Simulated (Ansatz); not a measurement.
```json
{"atom": "H", "x (Å)": "0.0000", "y (Å)": "0.0000", "z (Å)": "-2.7313"}
{"atom": "H", "x (Å)": "0.0000", "y (Å)": "0.0000", "z (Å)": "-1.6387"}
{"atom": "H", "x (Å)": "0.0000", "y (Å)": "0.0000", "z (Å)": "-0.5463"}
{"atom": "H", "x (Å)": "0.0000", "y (Å)": "0.0000", "z (Å)": "0.5463"}
{"atom": "H", "x (Å)": "0.0000", "y (Å)": "0.0000", "z (Å)": "1.6387"}
{"atom": "H", "x (Å)": "0.0000", "y (Å)": "0.0000", "z (Å)": "2.7313"}
```

Basis set: 6-31G (spherical functions). All electrons are correlated. Charge 0, multiplicity 1.

Computed with Ansatz (development build ahead of 0.2.0); each method stands on the lowest determinant of its kind that the runs found. Restricted open shells among the atoms or ions are ROHF, correlated in semicanonical orbitals with singles.

**Question.** Give the atomization energy at this shape (free ground-state atoms in the same class of orbitals less the molecule, no zero-point energy) of singlet H6 by RHF-MP2, RHF.

**Answer.**

| method | atomization energy |
| --- | --- |
| RHF-MP2 | 7.59 eV |
| RHF | 5.68 eV |

Caution: stretched shape with no unrestricted run beside it, a lower state can exist. Caution for RHF-MP2: bonds are stretched, where a single reference can fail.

This basis has no polarisation functions and is too small for such energies, which can lie far from measured ones in either direction.
